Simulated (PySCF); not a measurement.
Atoms are numbered as in `[BH3-:1][P+:2]([F:3])([F:4])[F:5]`. Hydrogens are named by the atom that carries them.

- PBE0-D3(BJ)/def2-SVP structure
- NMR shieldings at PBE0/pcSseg-1/GIAO
- run in PySCF
- equivalent nuclei averaged, relativity neglected, no solvent model, one conformer

δ = σ(ref) − σ, references computed at the same level: ¹H against TMS; ¹¹B against BF3·OEt2; H3PO4 for ³¹P; CFCl3 for ¹⁹F.

```csv
atoms,nucleus,count,Hirshfeld charge,δ (ppm)
B1,¹¹B,1,-0.14,-54.5
F3/F4/F5,¹⁹F,3,-0.10,?
P2,³¹P,1,0.60,?
H(B1),¹H,3,-0.05,1.09
```

Q: Estimate the values marked ?.

A: 
- P2: 128.8 ppm, phosphorus bonded to B, 3 F
- F3/F4/F5: -47.7 ppm, fluorine bonded to P

Hydrogens on boron are broadened and split by ¹¹B (spin 3/2, 80 %) and 10B (spin 3). Unscaled 19F shifts against computed CFCl3 carry errors that often reach 10 to 50 ppm. Experimental scales use liquid or dissolved standards, which lie at an offset from isolated H3PO4.
